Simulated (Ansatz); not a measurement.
A nudged elastic band was laid between two geometries of CH₅OSSi (9 atoms, charge 1, multiplicity 1).

All numbers below come from Ansatz 0.2.0, RKS B3LYP-D4/def2-SVP.

```
movable images  : 5
climbing image  : yes
spring          : 5.0 eV/Å²
optimiser       : quadratic models (default)
start path      : through a guess of the saddle point
force threshold : 0.05 eV/Å
iteration limit : 60
end points      : relaxed
```

Initial state:

```xyz
9
Properties=species:S:1:pos:R:3
Si 0.868 0.076 -0.928
C -0.859 -0.017 -0.029
O -1.179 0.955 0.931
S -0.996 -0.510 1.759
H 1.106 -1.279 -1.475
H 1.811 0.458 0.154
H 0.664 1.129 -1.950
H -1.746 -0.418 -0.550
H 0.330 -0.395 2.089
```

Final state:

```xyz
9
Properties=species:S:1:pos:R:3
Si 0.903 -0.022 -0.897
C -0.732 -0.446 0.077
O -1.645 0.584 0.355
S -0.982 0.104 1.837
H 0.450 0.061 -2.305
H 1.838 -1.134 -0.615
H 1.333 1.279 -0.324
H -1.214 -1.433 -0.031
H 0.048 1.007 1.902
```

(1) What changes between the two ends?

(2) Give the energies along the band, and the barrier.

(3) What is the geometry of the highest image?

(4) What are the harmonic wavenumbers there?

## Answers

(1) No bond is made or broken. The dihedral H5–Si1–C2–S4 goes from 89 to -150°. The two ends are copies of one structure, up to a mirror image or an exchange of like atoms.

(2) The forces met the threshold. The highest image is number 3 of 0 to 6, 0.081 eV above the ends, which have the same energy within 2 meV. A vibrational analysis at the climbing image gives one clearly imaginary mode, 137i cm⁻¹: a first-order saddle point. Limits of this set-up: the dipole of an ion depends on the origin.

```csv
image,path coordinate (Å),energy (eV),dihedral H5–Si1–C2–S4 (°)
0,0.00,0.000,89
1,0.66,0.020,109
2,1.31,0.060,129
3,1.97,0.081,148
4,2.63,0.061,168
5,3.30,0.020,-171
6,3.96,0.000,-150
```

(3) 
```xyz
9
Properties=species:S:1:pos:R:3:forces:R:3
Si 0.892 0.004 -0.930 0.01 0.00 -0.01
C -0.815 -0.254 0.004 -0.04 0.03 0.01
O -1.467 0.847 0.583 0.02 -0.04 0.02
S -0.979 -0.157 1.857 -0.01 0.03 -0.01
H 0.785 -0.867 -2.120 0.00 0.00 0.00
H 1.948 -0.423 0.021 0.00 0.00 0.01
H 0.924 1.458 -1.211 0.00 0.01 0.00
H -1.521 -1.032 -0.335 0.01 -0.01 -0.01
H 0.232 0.424 2.131 0.00 -0.01 0.00
```

(4) 137i, 196, 263, 446, 548, 629, 640, 734, 768, 893, 918, 929, 1006, 1048, 1140, 1327, 2265, 2289, 2307, 2557, 3095 cm⁻¹.

Run time: 2.1 min on 1 thread of Arm Neoverse V1, with other jobs on the host, peak memory 0.18 GiB.
